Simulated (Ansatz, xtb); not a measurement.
Molecule: SF (charge 0, doublet). SMILES: F[S]
Structure (B3LYP-D3(BJ)/def2-TZVP (Ansatz, a quantum-chemistry and plane-wave program) minimum search):
```
S
F 1 1.6093
```
Charge 0, spin multiplicity 2.

Harmonic wavenumbers from GFN2-xTB (xtb, at its own minimum), cm⁻¹: 728.

### Question
Give the harmonic wavenumbers at B3LYP-D3(BJ)/def2-TZVP (Ansatz, finite differences of forces, unscaled).

### Answer
827 cm⁻¹. Zero-point energy 1.2 kcal/mol.

### Question
From these and the geometry, give the ideal-gas thermochemistry at 298.15 K and 1 atm (rigid rotor, harmonic oscillator).

### Answer
Point group C∞v, rotational symmetry number 1. Rotational constants 16.36, 16.36 GHz. S(trans) 37.71, S(rot) 13.79, S(vib) 0.19, S(elec, spin only) 1.38, S 53.1 cal/(mol K). H(298) - H(0) 2.12 kcal/mol; G - E(el) -12.5 kcal/mol.
